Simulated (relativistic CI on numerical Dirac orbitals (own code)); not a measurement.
Ni3+ in a cubic cluster: 2p photoemission with charge transfer

Computed with a charge-transfer multiplet model of a cubic metal-ligand cluster with up to 2 ligand holes, Slater and spin-orbit integrals from Dirac-Coulomb-Breit ions, Slater integrals scaled by 0.7. The ground state mixes d7 with configurations of k ligand holes L, whose averages lie at kΔ + k(k − 1)U_dd/2; a core hole lowers each added d electron by U_cd. 300 K, Lorentzian 0.6 eV and Gaussian 0.8 eV FWHM.

Atomic integrals in eV (Slater integrals scaled, ζ unscaled), ground: F2dd 9.255, F4dd 5.778, zeta_d 0.089; with the core hole: F2dd 10.444, F4dd 6.555, zeta_d 0.124, zeta_core 11.400, F2cd 6.313, G1cd 4.879, G3cd 2.777.

Cluster parameters (eV): Δ = 0.5, U_dd = 6.4, U_cd = 7.8, 10Dq = 0.25, 10Dq(ligand) = 1, final-state hopping factor = 0.9.

| Case | n_d | d7 | d8L | d9L2 | S |
| --- | --- | --- | --- | --- | --- |
| V(eg) = 0.65 eV, V(t2g) = -0.3 eV | 7.21 | 0.79 | 0.20 | 0.00 | 1.50 |
| V(eg) = 0.95 eV, V(t2g) = -0.43 eV | 7.30 | 0.71 | 0.29 | 0.01 | 1.50 |
| V(eg) = 1.25 eV, V(t2g) = -0.57 eV | 7.37 | 0.65 | 0.34 | 0.01 | 1.50 |
| V(eg) = 1.55 eV, V(t2g) = -0.71 eV | 7.42 | 0.60 | 0.38 | 0.02 | 1.50 |
| V(eg) = 1.85 eV, V(t2g) = -0.84 eV | 7.47 | 0.56 | 0.41 | 0.03 | 1.49 |

Weights, n_d and S are thermal averages at 300 K. Binding energies count from the first peak over 30 % of the highest in each spectrum, which can be another peak from case to case. The parameters are a model scan and need not match a compound or its usual spin state. Peaks in eV (height, largest 100):
- V(eg) = 0.65 eV, V(t2g) = -0.3 eV: 0.0 (41), 2.4 (38), 6.4 (100), 8.2 (96), 11.6 (38), 13.1 (17), 19.1 (29), 26.2 (80)
- V(eg) = 0.95 eV, V(t2g) = -0.43 eV: 0.0 (78), 2.9 (58), 6.9 (100), 8.7 (91), 12.1 (38), 13.5 (18), 19.0 (51), 20.9 (30), 26.7 (77)
- V(eg) = 1.25 eV, V(t2g) = -0.57 eV: 0.0 (100), 3.0 (58), 4.0 (57), 7.5 (78), 9.3 (67), 12.6 (30), 14.1 (15), 18.9 (63), 21.7 (30), 22.9 (27), 27.3 (57)
- V(eg) = 1.55 eV, V(t2g) = -0.71 eV: 0.0 (100), 3.1 (45), 4.7 (47), 8.2 (51), 9.9 (41), 13.2 (20), 14.7 (11), 18.7 (61), 22.4 (25), 23.6 (25), 28.0 (35)
- V(eg) = 1.85 eV, V(t2g) = -0.84 eV: 0.0 (100), 3.1 (36), 5.5 (40), 7.4 (27), 8.9 (35), 10.7 (26), 13.9 (14), 15.4 (9), 18.7 (60), 23.3 (21), 24.3 (23), 28.8 (23)

Curve for V(eg) = 1.55 eV, V(t2g) = -0.71 eV (points under 2 left out, the grid thinned):

```csv
E (eV),Intensity
-3.6,2.0
-2.8,3.1
-2.0,5.8
-1.2,18.2
-0.4,80.9
0.4,84.8
1.2,53.4
2.0,41.0
2.9,44.6
3.7,42.3
4.5,45.9
5.3,38.9
6.1,28.8
6.9,32.3
7.7,42.7
8.5,46.2
9.3,34.4
10.1,39.9
10.9,26.0
11.7,13.3
12.5,14.2
13.3,19.4
14.2,11.3
15.0,10.4
15.8,5.5
16.6,5.5
17.4,15.8
18.2,49.0
19.0,58.0
19.8,26.2
20.6,12.2
21.4,13.1
22.2,23.7
23.0,23.6
23.8,24.4
24.6,14.2
25.4,6.8
26.3,6.9
27.1,21.0
27.9,35.3
28.7,26.7
29.5,11.3
30.3,8.0
31.1,4.1
31.9,2.1
```

For the case V(eg) = 1.25 eV, V(t2g) = -0.57 eV, Δ = 0.5 eV is smaller than U_dd = 6.4 eV, the charge-transfer side of the Zaanen-Sawatzky-Allen scheme. With the core hole the average of the configuration with one ligand hole lies at Δ − U_cd = -7.3 eV before mixing: it lies below the unscreened one, so the lowest final states are mostly screened and the unscreened weight appears at higher binding energy as a satellite.

With at most 2 ligand holes the space is cut while the next configuration still counts, so covalency is underestimated, and a final configuration with one more ligand hole, which can lie low, is missing from the spectra.
